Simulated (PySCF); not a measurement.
C2H10FNOSi2

The system: C2H10FNOSi2, a molecule drawn to mimic a surface site (built as: C site whose three back bonds go to OSiH3, NHSiH3, CH3; end group F); neutral, singlet. The structure, one conformer, was relaxed in the gas phase by PBE0-D3(BJ)/def2-SVP. No frequency run checks that it is a minimum.

SMILES: CC(F)(N[SiH3])O[SiH3]

```xyz
17

C    -0.280    0.265   -0.452
O     0.669    0.380    0.548
Si    0.382    1.180    2.010
N    -0.207   -1.047   -0.941
Si    0.466   -2.351    0.013
C    -0.136    1.336   -1.510
F    -1.532    0.493    0.164
H    -0.553    0.422    2.886
H    -0.133    2.557    1.762
H     1.727    1.246    2.642
H    -0.779   -1.239   -1.754
H     0.092   -3.585   -0.742
H     1.952   -2.282    0.117
H    -0.105   -2.431    1.391
H     0.854    1.255   -1.976
H    -0.246    2.330   -1.055
H    -0.913    1.218   -2.278
```
Atom numbers follow the order of the file, from 1.

Shieldings: GIAO PBE0/pcSseg-1. Shifts are against computed references at the same level: C TMS (σ 184.4 ppm), H TMS (σ 31.27 ppm), Si TMS (σ 352.0 ppm). Core levels by delta-SCF with SCAN, pcX-2 on the ionised atom and pcseg-1 elsewhere, spin-free X2C; from the vacuum level, for chosen atoms.

(1) Give the NMR and core-level values of the distinct atoms.

(2) Which of C1, C6 holds its core electrons tightest, and by how much against the loosest?

(3) By CAM-B3LYP/def2-SVPD (TDDFT singlets, Tamm-Dancoff triplets, ionisation by delta-SCF), where does absorption start, and what does vertical ionisation take?

## Answers

(1) 
```
      atoms              bonded to  σ (ppm)  δ (ppm)  core level (eV)
         C1  1 C + 1 F + 1 N + 1 O     66.1    118.3        1s 295.31
         O2             1 C + 1 Si    236.5        -        1s 538.47
        Si3              1 O + 3 H    389.2    -37.2                -
         N4       1 C + 1 Si + 1 H    201.8        -        1s 404.81
        Si5              1 N + 3 H    415.4    -63.4                -
         C6              1 C + 3 H    156.0     28.4        1s 291.02
         F7                    1 C    239.2        -        1s 691.79
  H8 H9 H10                   1 Si    26.41     4.85                -
        H11                    1 N    29.92     1.35                -
H12 H13 H14                   1 Si    26.73     4.54                -
H15 H16 H17                    1 C    29.70     1.57                -
```

Values are those of this one static structure, with the three H of a rotating XH3 group averaged; atoms that internal rotation interchanges would show their mean in an NMR spectrum.

(2) C1 (bonded to 1 C + 1 F + 1 N + 1 O), by 4.29 eV over C6 (bonded to 1 C + 3 H).

(3) The lowest singlet lies at 6.80 eV (f 0.006), the strongest of the first 6 at 8.23 eV (f 0.039), the lowest triplet at 6.53 eV; vertical ionisation takes 9.74 eV.

The 3 runs behind this took 4.8 min in all, one thread each of Intel Xeon Platinum 8488C on a shared host, launched as `OMP_NUM_THREADS=1 python cluster_run.py task.json out`.
